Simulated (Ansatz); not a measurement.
Ansatz (a quantum-chemistry and plane-wave program) job for SbCl₅, SMILES [Cl][Sb]([Cl])([Cl])([Cl])[Cl], PBE0-D3(BJ)/def2-SVP. 

Ansatz 0.2 input:
```yaml
crystal:
  periodic: [false, false, false]
  atoms:
    - {symbol: Sb, position_ang: [0.00000000, 0.00000000, 0.00000000]}
    - {symbol: Cl, position_ang: [2.35196715, 0.00000000, -0.00000002]}
    - {symbol: Cl, position_ang: [0.00000002, -0.00000001, 2.38986175]}
    - {symbol: Cl, position_ang: [-0.00000002, 0.00000001, -2.38986175]}
    - {symbol: Cl, position_ang: [-1.17598357, -2.03686331, -0.00000000]}
    - {symbol: Cl, position_ang: [-1.17598358, 2.03686331, 0.00000002]}
basis:
  gaussian:
    orbitals: def2-SVP
hamiltonian:
  xc: pbe0
  dispersion: d3bj
relax: {f_tol: 0.002, max_steps: 200}
```

Output:

```
Functional definition: PBE0
integrals: 0.07 GiB planned
1202 factors; integrals over basis functions are off by at most 3.4e-4 eV
mean field: 0.82 GiB planned
mean field evaluation 1: about -69110.9166 eV, gradient 3.1e1 eV
mean field evaluation 2: about -69106.8766 eV, gradient 5.1e1 eV
mean field evaluation 4: about -69113.6428 eV, gradient 7.3e-1 eV
mean field evaluation 8: about -69113.6468 eV, gradient 6.0e-3 eV
mean field -69113.64683521 eV, -2539.8796742816 hartree, gradient 1.4e-5 eV, S^2 0.000000; 0 other end points of the search recorded, 0 dependent functions left out
the calculation of the forces begins
reference -69113.64685798 eV, -2539.8796751183 hartree; 54, 54 occupied and 62, 62 virtual orbitals, 1202 factors
relax step   1: F+E_penalty+E_count = -69113.98335154 eV  Δ(F+E_penalty+E_count) = +0.000e0 eV  max|allowed force component| = 4.214e-1 eV/Å  Δτ_max = 0.0000 Å  (26 SCF iters, accepted)
these checks for a lower state are left out or cut short: starts, cluster_reference, orbital_swaps, neighbouring_geometries, increment
integrals: 0.07 GiB planned
1202 factors; integrals over basis functions are off by at most 3.4e-4 eV
mean field: 0.82 GiB planned
mean field evaluation 16: about -69113.6342 eV, gradient 3.6e0 eV
mean field -69113.65733731 eV, -2539.8800602265 hartree, gradient 1.4e-5 eV, S^2 0.000000; 0 other end points of the search recorded, 0 dependent functions left out
the calculation of the forces begins
reference -69113.65735986 eV, -2539.8800610555 hartree; 54, 54 occupied and 62, 62 virtual orbitals, 1202 factors
relax step   2: F+E_penalty+E_count = -69113.99889318 eV  Δ(F+E_penalty+E_count) = -1.554e-2 eV  max|allowed force component| = 2.359e-1 eV/Å  Δτ_max = 0.0438 Å  (28 SCF iters, accepted)
these checks for a lower state are left out or cut short: starts, cluster_reference, orbital_swaps, neighbouring_geometries, increment
integrals: 0.07 GiB planned
1202 factors; integrals over basis functions are off by at most 3.4e-4 eV
mean field: 0.82 GiB planned
mean field -69113.66431418 eV, -2539.8803166218 hartree, gradient 1.6e-5 eV, S^2 0.000000; 0 other end points of the search recorded, 0 dependent functions left out
the calculation of the forces begins
reference -69113.66433680 eV, -2539.8803174532 hartree; 54, 54 occupied and 62, 62 virtual orbitals, 1202 factors
relax step   3: F+E_penalty+E_count = -69114.00424341 eV  Δ(F+E_penalty+E_count) = -5.350e-3 eV  max|allowed force component| = 4.098e-3 eV/Å  Δτ_max = 0.0145 Å  (29 SCF iters, accepted)
these checks for a lower state are left out or cut short: starts, cluster_reference, orbital_swaps, neighbouring_geometries, increment
integrals: 0.07 GiB planned
1202 factors; integrals over basis functions are off by at most 3.4e-4 eV
mean field: 0.82 GiB planned
mean field evaluation 32: about -69113.6585 eV, gradient 8.0e-2 eV
mean field -69113.66432708 eV, -2539.8803170958 hartree, gradient 2.6e-5 eV, S^2 0.000000; 0 other end points of the search recorded, 0 dependent functions left out
the calculation of the forces begins
reference -69113.66434970 eV, -2539.8803179273 hartree; 54, 54 occupied and 62, 62 virtual orbitals, 1202 factors
relax step   4: F+E_penalty+E_count = -69114.00424461 eV  Δ(F+E_penalty+E_count) = -1.199e-6 eV  max|allowed force component| = 3.096e-4 eV/Å  Δτ_max = 0.0003 Å  (18 SCF iters, accepted)
integrals: 0.07 GiB planned
1202 factors; integrals over basis functions are off by at most 3.4e-4 eV
mean field: 0.82 GiB planned
mean field -69113.66432708 eV, -2539.8803170958 hartree, gradient 2.6e-5 eV, S^2 0.000000; 1 other end points of the search recorded, 0 dependent functions left out
the calculation of the forces begins
reference -69113.66434970 eV, -2539.8803179273 hartree; 54, 54 occupied and 62, 62 virtual orbitals, 1202 factors
Total energy: -69114.00426723 eV, -2539.8928096661 hartree
Atom 0 at     0.000015     0.000000     0.000000 Å, force    -0.000005     0.000000    -0.000000 eV/Å
Atom 1 at     2.333601    -0.000000    -0.000000 Å, force    -0.000310    -0.000000    -0.000000 eV/Å
Atom 2 at    -0.000023    -0.000000     2.360842 Å, force     0.000000     0.000000     0.000306 eV/Å
Atom 3 at    -0.000023     0.000000    -2.360842 Å, force     0.000000     0.000000    -0.000306 eV/Å
Atom 4 at    -1.166785    -2.020941    -0.000000 Å, force     0.000157     0.000289     0.000000 eV/Å
Atom 5 at    -1.166785     2.020941     0.000000 Å, force     0.000157    -0.000289     0.000000 eV/Å
Dipole moment:     0.000022    -0.000000    -0.000000 e Å
```

The calculation finished and met its thresholds.
